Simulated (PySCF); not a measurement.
The multiplicity is imposed and other spin states were not computed.

Cartesian coordinates (Å):
```xyz
14

Zn     0.0828     0.1165     0.0059
C     -1.3494     0.7727     1.1219
H     -1.9855     1.4873     0.5599
H     -0.9545     1.3025     2.0128
H     -1.9999    -0.0534     1.4745
N      1.4383    -0.5051    -1.0532
C      2.4959    -1.3524    -0.5642
C      1.5600    -0.1883    -2.4533
H      2.5416    -2.3407    -1.0951
H      3.5133    -0.8930    -0.6846
H      2.3715    -1.5756     0.5171
H      2.5163     0.3471    -2.6974
H      1.5443    -1.1002    -3.1080
H      0.7302     0.4661    -2.7963
```
Charge 0, spin multiplicity 1.

What charge on the central atom (meta-Löwdin), HOMO, LUMO, total energy and charge on the central atom (Mulliken) does PBE-D3(BJ)/def2-TZVP // PBE-D3(BJ)/def2-SVP in PySCF 2.14.0 give?


| Quantity | Value |
|---|---|
| charge on the central atom (meta-Löwdin) | 1.03 e |
| HOMO | -4.35 eV |
| LUMO | -0.77 eV |
| total energy | -1953.4369 Ha |
| charge on the central atom (Mulliken) | 0.18 e |
